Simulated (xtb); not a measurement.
C2H6Sb, charge +2, doublet, geometry from GFN2-xTB of the parent state (a state made from the parent by changing its charge; the spin is typed, not shown lowest); GFN0-xTB in xtb 6.7.1.

Input for xtb:
```
$ xtb mol.xyz --gfn 0 --chrg 2 --uhf 1 --json

# file mol.xyz
9

Sb     0.27142244    -0.02924782     0.31902923
C      0.47776629     0.26539580    -1.83488527
H      1.52467652     0.35027894    -2.09945736
H     -0.03861369     1.17178323    -2.13032096
H      0.04476422    -0.57752684    -2.36162937
C     -1.90478649    -0.11162358     0.15756945
H     -2.19177955    -0.93144149    -0.49127743
H     -2.27515745     0.81786858    -0.25996902
H     -2.34431331    -0.26195687     1.13605841
```

The log (banner, timings and long lists left out):

```
   ID    Z sym.   atoms
    1   51 Sb     1
    2    6 C      2, 6
    3    1 H      3-5, 7-9

           -------------------------------------------------
          |                Calculation Setup                |
           -------------------------------------------------

           -------------------------------------------------
          |                 G F N 0 - x T B                 |
           -------------------------------------------------

          ...................................................
          :                      SETUP                      :
          :.................................................:
          :  # basis functions                  30          :
          :  # atomic orbitals                  29          :
          :  # shells                           19          :
          :  # electrons                        17          :
          :  electronic temp.          300.0000000     K    :
          :  accuracy                    1.0000000          :
          :  -> integral cutoff          0.2500000E+02      :
          :  -> integral neglect         0.1000000E-07      :
          ...................................................

         :::::::::::::::::::::::::::::::::::::::::::::::::::::
         ::                     SUMMARY                     ::
         :::::::::::::::::::::::::::::::::::::::::::::::::::::
         :: total energy              -6.403517879574 Eh    ::
         :: gradient norm              0.036800528259 Eh/a0 ::
         :: HOMO-LUMO gap              2.597114622062 eV    ::
         ::.................................................::
         :: H0 energy                 -9.462645806648 Eh    ::
         :: repulsion energy           0.129006843876 Eh    ::
         :: electrostat energy         2.931333535179 Eh    ::
         :: -> Gsolv                   0.000000000000 Eh    ::
         ::    -> Gsasa                0.000000000000 Eh    ::
         ::    -> Gshift               0.000000000000 Eh    ::
         :: dispersion energy         -0.001212451981 Eh    ::
         :: short-range corr.          0.000000000000 Eh    ::
         :: add. restraining           0.000000000000 Eh    ::
         :: total charge               2.000000000000 e     ::
         :::::::::::::::::::::::::::::::::::::::::::::::::::::

           -------------------------------------------------
          |                Property Printout                |
[...]
        29                          0.6487888              17.6544
      -------------------------------------------------------------
                  HL-Gap            0.0954422 Eh            2.5971 eV
             Fermi-level            0.0000000 Eh            0.0000 eV

     #   Z          covCN         q      C6AA      α(0)
     1  51 Sb       1.777     0.875   388.345    38.204
     2   6 C        3.662    -0.640    41.266     9.318
     3   1 H        0.926     0.428     0.428     1.023
     4   1 H        0.926     0.387     0.500     1.105
     5   1 H        0.926     0.387     0.500     1.105
     6   6 C        3.662    -0.640    41.266     9.318
     7   1 H        0.926     0.387     0.500     1.105
     8   1 H        0.926     0.387     0.500     1.105
     9   1 H        0.926     0.428     0.428     1.023

 Mol. C6AA /au·bohr⁶  :       1326.606812
 Mol. C8AA /au·bohr⁸  :      81703.070639
 Mol. α(0) /au        :         63.308965

Wiberg/Mayer (AO) data.
largest (>0.10) Wiberg bond orders for each atom

 ---------------------------------------------------------------------------
     #   Z sym  total        # sym  WBO       # sym  WBO       # sym  WBO
 ---------------------------------------------------------------------------
     1  51 Sb   1.752 --     2 C    0.816     6 C    0.816
     2   6 C    3.899 --     3 H    0.972     4 H    0.957     5 H    0.957
                             1 Sb   0.816     6 C    0.188
     3   1 H    0.984 --     2 C    0.972
     4   1 H    0.982 --     2 C    0.957
     5   1 H    0.982 --     2 C    0.957
     6   6 C    3.899 --     9 H    0.972     7 H    0.957     8 H    0.957
                             1 Sb   0.816     2 C    0.188
     7   1 H    0.982 --     6 C    0.957
     8   1 H    0.982 --     6 C    0.957
     9   1 H    0.984 --     6 C    0.972
 ---------------------------------------------------------------------------

Topologies differ in total number of bonds
Writing topology from bond orders to xtbtopo.mol

 dipole moment from electron density (au)
     X       Y       Z
   0.7787  -0.0839   0.9153  total (Debye):    3.062

           -------------------------------------------------
          | TOTAL ENERGY               -6.403517879574 Eh   |
          | GRADIENT NORM               0.036800528259 Eh/α |
          | HOMO-LUMO GAP               2.597114622062 eV   |
           -------------------------------------------------

normal termination of xtb
```
